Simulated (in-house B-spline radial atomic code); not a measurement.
Rb⁴⁺: [Ar] 3d10 4s2 4p3

Method: non-relativistic r2SCAN, spin-polarised, spherical fractional occupations, point nucleus. Calculated with a radial B-spline atomic code at the basis-set limit.

Effective charges: Z_r = [3n² - l(l+1)]/(2<r>) from the radius, Z_e = n√(-2ε) from the energy, and Slater's rules. Values are occupation-weighted means over spin.

```
shell  electrons   ε (eV)  <r> (bohr)    Z_r    Z_e  Slater
   1s          2   -14832      0.0413  36.32  33.02   36.70
   2s          2    -2010      0.1821  32.96  24.31   32.85
   2p          6  -1827.6      0.1569  31.86  23.18   32.85
   3s          2  -345.72        0.52  25.96  15.12   25.75
   3p          6  -279.14       0.522  23.95  13.59   25.75
   3d         10  -159.86      0.5208  20.16  10.28   15.85
   4s          2   -77.27       1.388  17.30   9.53   10.30
   4p          3  -62.655       1.516  15.17   8.58   10.30
```

The least bound orbital is 4p up at -62.66 eV, and it is also the most diffuse (<r> = 1.516 bohr).
